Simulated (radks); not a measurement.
The numbers below are computed, except where a source is named.
Q: Ionisation of the iodine ion I2+, [Kr] 4d10 5s2 5p3, to I3+, [Kr] 4d10 5s2 5p2, under several functionals. Scalar-relativistic Kohn-Sham, spin-polarised, spherical densities, point nucleus; open shells are filled with parallel spins first (spin-orbit coupling, left out, can overturn this in heavy ions); a radial shooting solver on a logarithmic mesh with Libxc functionals. Known Delta-SCF values: AM05 30.271 eV; revPBE 30.247 eV. What does SOGGA give, and what is its highest occupied eigenvalue?

A: 30.224 eV by Delta-SCF; the 5p eigenvalue is -25.437 eV. NIST: 29.57 eV (measured).
